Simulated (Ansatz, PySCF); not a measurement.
This PySCF input computes a SVWN5/def2-TZVPD energy:

```python
from pyscf import gto, scf, dft

mol = gto.M(
    atom='''
    S    -1.25753170   -0.39590933   -0.07971616
    S     0.73035807   -0.20710780    0.18359427
    O     1.23376538    1.09580058   -0.14400845
    H    -1.43534504    0.88186946   -0.50998220
    ''',
    basis='def2-tzvpd',
    charge=1,
    spin=0,
    verbose=4,
)

mf = dft.RKS(mol, xc='svwn').density_fit(auxbasis='def2-universal-jkfit')
mf.grids.level = 3
mf.conv_tol = 1e-9
mf.max_cycle = 100
mf.max_memory = 1500
mf.kernel()
if not mf.converged:
    mf = mf.newton()
    mf.kernel(mf.make_rdm1())
mf.analyze()
```

Question: Write an input for the same energy in Ansatz (an electronic-structure program) and say what it gives.

Answer: 
Ansatz 0.2 input:
```yaml
crystal:
  periodic: [false, false, false]
  atoms:
    - {symbol: S, position_ang: [-1.25753170, -0.39590933, -0.07971616]}
    - {symbol: S, position_ang: [0.73035807, -0.20710780, 0.18359427]}
    - {symbol: O, position_ang: [1.23376538, 1.09580058, -0.14400845]}
    - {symbol: H, position_ang: [-1.43534504, 0.88186946, -0.50998220]}
basis:
  gaussian:
    orbitals: def2-TZVPD
hamiltonian:
  xc: {name: SVWN5}
total_charge: 1
output: {forces: true}
```
It gives -868.67334 Eh, and PySCF -868.67339 Eh, a difference of 0.05 mEh, from the treatment of integrals and grids.

It need not be the lowest isomer of its formula.
